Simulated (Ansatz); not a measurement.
Reactions of C2H7ClSn (`[CH3][SnH2][CH2]Cl`).

Calculated with Ansatz (gas phase, PBE0-D4/def2-TZVP geometries, no zero-point term in ΔE). CCSD(T)/CBS is the MP2 limit (def2-TZVPP, def2-QZVPP) plus CCSD(T) − MP2 in def2-TZVPP, frozen cores. This one scheme is used for every species. Functionals use def2-TZVPP. B3LYP here is the variant with VWN-RPA as its local correlation; programs differ in this. Elements past krypton have def2 core potentials. For In, Se, Sn outer-core shells are correlated without core-valence functions, which leaves a few kJ/mol of doubt a bond. Scalar relativity is left out up to krypton. Each species was taken in one conformer, which may not be the lowest.

```csv
reaction,HF/CBS(def2) (eV),ωB97M-V (eV),B3LYP-D4 (eV),CCSD(T)/CBS(def2) (eV)
`[CH3][SnH2][CH2]Cl` + `C[SiH](N)O` → `CO[SiH](C)N` + `Cl[CH2][SnH3]`,0.71,0.84,0.79,0.95
`[CH3][SnH2][CH2]Cl` + `C[N](C)[In]([OH])[O][SiH3]` → `C[O][In]([O][SiH3])[N](C)C` + `Cl[CH2][SnH3]`,0.77,0.93,0.86,1.01
`[CH3][SnH2][CH2]Cl` + BH₃ → `B[CH2][SnH2][CH3]` + HCl,-0.99,-1.22,-1.18,-1.23
`[CH3][SnH2][CH2]Cl` + H₂Se → `[CH3][SnH2][SeH]` + `CCl`,-1.27,-1.08,-1.12,-1.10
`[CH3][SnH2][CH2]Cl` + `CCOC(=O)CC` → `CCOC(=O)CCCCl` + `[CH3][SnH3]`,0.01,0.02,0.05,0.10
`[CH3][SnH2][CH2]Cl` + `N=C=O` → `[CH3][SnH2][N]=C=O` + `CCl`,-1.13,-0.81,-0.82,-0.81
`[CH3][SnH2][CH2]Cl` + `O[SiH3]` → `O[SiH2]CCl` + `[CH3][SnH3]`,-0.29,-0.30,-0.27,-0.20
```

Largest T1 diagnostic: 0.018, for `N=C=O`.
